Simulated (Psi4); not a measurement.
H$_{3}$BN, doublet, at a GFN2-xTB geometry; CCSD(T)/6-31G** run with Psi4.

Here is a job for Psi4.
```
memory 2 GB

molecule {
0 2
B    -0.65587946    0.14196566    0.01662518
N     0.60502837   -0.19409535   -0.01952649
H    -1.52568697   -0.65179993   -0.02650347
H    -1.00555975    1.27397698    0.09559561
H     1.57544545    0.02666206   -0.01553258
}

set {
  basis 6-31g**
  reference uhf
}

energy('ccsd(t)')
print_variables()
```

Output, abridged:

```
   => Loading Basis Set <=

    Name: 6-31G**
    Role: ORBITAL
    Keyword: BASIS

         ---------------------------------------------------------
                                   SCF
               by Justin Turney, Rob Parrish, Andy Simmonett
                          and Daniel G. A. Smith
                              UHF Reference
         ---------------------------------------------------------

  ==> Geometry <==

    Molecular point group: c1
    Full point group: C1

    Geometry (in Angstrom), charge = 0, multiplicity = 2:

       Center              X                  Y                   Z               Mass
    ------------   -----------------  -----------------  -----------------  -----------------
         B           -0.666159130272     0.159838200755     0.017924249946    11.009305360000
         N            0.594748699728    -0.176222809245    -0.018227420054    14.003074004430
         H           -1.535966640272    -0.633927389245    -0.025204400054     1.007825032230
         H           -1.015839420272     1.291849520755     0.096894679946     1.007825032230
         H            1.565165779728     0.044534600755    -0.014233510054     1.007825032230

  Running in c1 symmetry.

  Rotational constants: A =      7.70435  B =      1.03036  C =      0.90882 [cm^-1]
  Rotational constants: A = 230970.58597  B =  30889.44088  C =  27245.67146 [MHz]
  Nuclear repulsion =   27.580757812014834

  Charge       = 0
  Multiplicity = 2
  Electrons    = 15
  Nalpha       = 8
  Nbeta        = 7

  ==> Algorithm <==

  SCF Algorithm Type is PK.
  DIIS enabled.
  MOM disabled.
  Fractional occupation disabled.
  Guess Type is SAD.
  Energy threshold   = 1.00e-08
  Density threshold  = 1.00e-08
  Integral threshold = 1.00e-12

  ==> Primary Basis <==

  Basis Set: 6-31G**
    Blend: 6-31G**
    Number of shells: 21
    Number of basis functions: 45
    Number of Cartesian functions: 45
    Spherical Harmonics?: false
    Max angular momentum: 2

  ==> Integral Setup <==

  Using in-core PK algorithm.
   Calculation information:
      Number of atoms:                   5
      Number of AO shells:              21
      Number of primitives:             45
      Number of atomic orbitals:        45
      Number of basis functions:        45

      Integral cutoff                 1.00e-12
      Number of threads:                 1

  Performing in-core PK
  Using 1072260 doubles for integral storage.
  We computed 26777 shell quartets total.
[...]
  @UHF Final Energy:   -80.84218045563043
    Total Energy =                        -80.8421804556304266
[...]
      3   3   1   2        -0.0236215000
      7   6   0   0         0.0232717318
      3   3   8   9        -0.0232515033
      7   5  12   0        -0.0219659755

    SCF energy       (wfn)                    =  -80.842180455630427
    Reference energy (file100)                =  -80.842180455630668

    Opposite-spin MP2 correlation energy      =   -0.185152043512972
    Same-spin MP2 correlation energy          =   -0.051341133163561
    Singles MP2 correlation energy            =   -0.000000000000000
    MP2 correlation energy                    =   -0.236493176676533
      * MP2 total energy                      =  -81.078673632307201

    Opposite-spin CCSD correlation energy     =   -0.217276923748513
    Same-spin CCSD correlation energy         =   -0.050801389234870
    Singles CCSD correlation energy           =    0.000000000000000
    CCSD correlation energy                   =   -0.268078312983382
      * CCSD total energy                     =  -81.110258768614045

            **************************
            *                        *
            *        CCTRIPLES       *
            *                        *
            **************************

    Wave function   =    CCSD_T
    Reference wfn   =      UHF

    Nuclear Rep. energy (wfn)                =   27.580757812014834
    SCF energy          (wfn)                =  -80.842180455630427
    Reference energy    (file100)            =  -80.842180455630668
    CCSD energy         (file100)            =   -0.268078312983382
    Total CCSD energy   (file100)            =  -81.110258768614045

    Number of ijk index combinations:
    Spin Case AAA:                                  56
    Spin Case BBB:                                  35
    Spin Case AAB:                                 196
    Spin Case ABB:                                 168
    AAA (T) energy                             =   -0.000126021632747
    BBB (T) energy                             =   -0.000168029416394
    AAB (T) energy                             =   -0.003493059060614
    ABB (T) energy                             =   -0.003285189130624
    (T) energy                                   =   -0.007072299240379
      * CCSD(T) total energy                     =  -81.117331067854423

  Variable Map:
  ----------------------------------------------------------------------------
[...]
  Array Variable Map:
  ----------------------------------------------------------------------------
[...]
[...]
```
